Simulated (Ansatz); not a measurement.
This geometry of F$_{5}$HW (7 atoms, charge 0, multiplicity 1) is a first-order saddle point.

All numbers below come from Ansatz, RKS B3LYP-D4/def2-SVP.

```xyz
7
Properties=species:S:1:pos:R:3
W -0.223 0.000 -0.043
H 0.971 -0.002 1.320
F 1.852 0.002 0.552
F -0.249 1.821 0.247
F -2.076 0.001 0.100
F -0.251 -1.821 0.243
F 0.785 -0.001 -1.609
```

Question: Which two structures does it join? (They come from a converged band through this point; their orientation in space is the band's.)

Answer: Bonds broken: W1–H2, W1–F3. Bonds formed: H2–F3. F5HW becomes F4W + FH.

First end point:

```xyz
7
Properties=species:S:1:pos:R:3
W 0.038 0.000 0.033
H 0.312 0.000 1.727
F 1.892 0.000 0.245
F -0.094 1.837 0.107
F -1.781 0.000 0.375
F -0.094 -1.837 0.107
F 0.536 0.000 -1.785
```

Last end point:

```xyz
7
Properties=species:S:1:pos:R:3
W -0.610 -0.005 -0.364
H 1.936 0.022 1.840
F 2.050 0.005 0.919
F -0.475 1.805 -0.031
F -2.408 -0.003 0.051
F -0.486 -1.820 -0.055
F 0.802 -0.004 -1.550
```

Question: How far does it lie above each of them?

Answer: 33.4 kcal/mol above the first and 11.2 kcal/mol above the second. This is the barrier of this one path; another mechanism may lie lower. The orbitals stay closed-shell, which can raise the energy where a bond breaks towards radicals; this wasn't checked here.

Run time: 4.1 min on 2 threads of Arm Neoverse V2, on a shared host, peak memory 0.29 GiB.
